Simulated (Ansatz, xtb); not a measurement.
Stretching the Si1–H2 bond in H4Si2 (SMILES [SiH][SiH3]) (multiplicity 1 held, fragments rigid). Energies count from the point at 1.524 Å.
Geometry at that point (charge 0, multiplicity 1):
```xyz
6

Si    -0.00339     1.03724     0.82595
H     -0.44387     1.86151    -0.37737
Si     0.02919    -0.89104    -0.59790
H      0.97945    -0.66055    -1.72119
H     -1.32622    -1.10029    -1.17841
H      0.42941    -2.14745     0.08431
```

R- and RO- levels are restricted; in cc, def2 and unpolarised 6-31G sets they are followed outwards from rest. U- levels take the lowest unrestricted solution at each point, which mixes spins at long bonds. Active spaces are followed from a long bond inwards. Levels need not reach the same state.

Correlated levels freeze the cores.

Run with Ansatz (an electronic-structure program); xtb for the GFN methods. Values without a source in brackets are computed. The GFN methods have no spin term and hold the electronic entropy of 300 K.

Energies in kJ/mol.

| R (Å) | GFN2-xTB | U-HF/cc-pV(D+d)Z | R-CCSDT/cc-pV(D+d)Z | SC-NEVPT2 on CASSCF(2,2)/cc-pV(D+d)Z | FIC-MRCISD+Q on CASSCF(2,2)/cc-pV(D+d)Z |
|---|---|---|---|---|---|
| 1.219 | 122 | 108 | 113 | 118 | 113 |
| 1.371 | 17 | 19 | 23 | 25 | 23 |
| 1.524 | 0 | 0 | 0 | 0 | 0 |
| 1.676 | 11 | 17 | 13 | 10 | 13 |
| 1.828 | … | 53 | 43 | 38 | 43 |
| 2.057 | 68 | 120 | 99 | 91 | 99 |
| 2.285 | 110 | 180 | 155 | 144 | 154 |
| 2.666 | 178 | 223 | 228 | 214 | 227 |
| 3.047 | 233 | 238 | 273 | 256 | 271 |
| 3.504 | 278 | 244 | 298 | 281 | 296 |
| 4.114 | … | 246 | 309 | 291 | 306 |
| 4.876 | 314 | 246 | 312 | 293 | 309 |

Q: Fill in the missing entries.

A: 
- 4.114, GFN2-xTB: 305
- 1.828, GFN2-xTB: 31

Doubts at one or more of the structures used: a spin-contaminated determinant (U-HF/cc-pV(D+d)Z); a restricted determinant that unrestricted orbitals would lower (R-CCSDT/cc-pV(D+d)Z); other coupled-cluster roots lie near (R-CCSDT/cc-pV(D+d)Z); T1 above 0.05 (R-CCSDT/cc-pV(D+d)Z).
